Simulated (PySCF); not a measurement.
C5H5F.

```xyz
11

C     -1.4445    -2.1809     1.5369
C     -0.7573    -1.5014     0.6056
C     -0.1828    -0.1769     0.8371
C      0.4992     0.5158    -0.0558
C      1.2118     1.1803    -0.9283
F      0.6843     2.0550    -1.8065
H     -1.6116    -1.7660     2.5359
H     -1.8615    -3.1693     1.3311
H     -0.6018    -1.9331    -0.3885
H     -0.3421     0.2581     1.8345
H      2.2996     1.0931    -1.0271
```

Geometry: B3LYP-D3(BJ)/def2-SVP. The structure was generated by enumeration, and PubChem lists no compound with its InChIKey, so it may never have been made. One conformer was computed; it need not be the lowest.

The numbers are results of PBE/pcSseg-1 run with PySCF, not measurements. Non-relativistic, no solvent.

Computed absolute GIAO shielding of each atom: isotropic value and principal components (ppm):
```csv
atom,σ(iso),σ11,σ22,σ33,span
C1,52.2,-52.1,55.4,153.4,205.5
C2,38.0,-71.6,41.6,143.9,215.5
C3,62.5,-10.4,60.4,137.6,148.0
C4,-33.1,-70.3,-20.5,-8.3,62.0
C5,43.2,-21.6,65.5,85.7,107.4
F6,316.3,242.4,316.2,390.3,147.9
H7,25.6,22.6,25.4,28.8,6.2
H8,25.6,23.2,25.2,28.4,5.2
H9,24.9,22.8,23.8,27.9,5.1
H10,24.5,22.9,24.2,26.6,3.7
H11,23.7,21.6,22.6,26.9,5.3
```
